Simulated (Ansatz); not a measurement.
Reaction (ligand exchange at the Si–C bond): `COC[SiH2]C` + `N[SiH3]` → `C[SiH2]N[SiH3]` + `COC`

Computed with Ansatz on PBE0-D4/def2-TZVP structures; ΔE is electronic, products minus reactants. CBS: MP2 limit from def2 TZ/QZ plus the TZ coupled-cluster correction, frozen cores. This one scheme is used for every species. DFT in def2-TZVPP. HSE06 is defined as in plane-wave codes. One conformer a species, not always the lowest.

`COC[SiH2]C`:

```xyz
15

C    -1.340    1.503   -0.752
O    -1.191    0.140   -1.034
C     0.158   -0.241   -1.229
Si    1.196   -0.331    0.363
C     0.291   -1.324    1.661
H    -2.407    1.700   -0.651
H    -0.836    1.793    0.180
H    -0.937    2.126   -1.564
H     0.642    0.409   -1.975
H     0.131   -1.245   -1.664
H     2.492   -0.972   -0.004
H     1.509    1.029    0.888
H     0.117   -2.346    1.316
H     0.857   -1.370    2.594
H    -0.681   -0.872    1.871
```

`N[SiH3]`:

Cartesian coordinates in Å:
```
N 0.754 0.342 0.673
Si -0.381 -0.234 -0.485
H 0.931 -0.195 1.506
H 0.808 1.329 0.868
H -0.057 -1.655 -0.773
H -1.817 -0.179 -0.077
H -0.239 0.591 -1.712
```

`C[SiH2]N[SiH3]`:

Cartesian coordinates in Å:
```
C -1.412 -1.550 0.633
Si -1.028 0.150 -0.032
N 0.564 0.686 0.381
Si 1.893 1.004 -0.669
H -2.427 -1.850 0.359
H -0.715 -2.291 0.236
H -1.342 -1.569 1.724
H -2.045 1.103 0.498
H -1.094 0.152 -1.517
H 0.718 0.906 1.355
H 1.672 0.255 -1.932
H 3.162 0.556 -0.032
H 2.054 2.448 -1.004
```

`COC`:

Cartesian coordinates in Å:
```
C -0.393 -0.068 -1.091
O 0.604 0.493 -0.285
C 0.464 0.126 1.057
H -0.366 -1.167 -1.061
H -0.217 0.262 -2.115
H -1.396 0.259 -0.779
H 0.533 -0.964 1.187
H 1.271 0.599 1.617
H -0.499 0.460 1.470
```

```csv
level,ΔE (kJ/mol)
PBE-D4,-70.4
CAM-B3LYP-D4,-82.1
ωB97X-V,-78.9
B2PLYP,-83.2
PBE0,-76.5
HSE06,-76.5
CCSD(T)/def2-SVP,-81.7
HF/def2-QZVPP,-97.0
```

Question: What does CCSD(T)/CBS give? (An estimate is asked.)

Answer: The calculation gave: -81.6 kJ/mol. The listed levels differ from it by 11.2, -0.5, 2.7, -1.6, 5.1, 5.1, -0.1, -15.4 kJ/mol.

Largest T1 diagnostic among the species: 0.011.

From BLYP to BHLYP (50 % exact exchange), in def2-TZVPP and without D4, ΔE moves by −10.0 kJ/mol. Leaving LDA and LC-ωPBE aside and taking each functional with its dispersion term where it has one, the values, not all of them listed here, spread over 17.0 kJ/mol, from BHLYP-D4 to PBE-D4.

CCSD(T)/CBS has its own doubt, a few kJ/mol and more with outer-core shells, so smaller differences from it don't rank the levels.
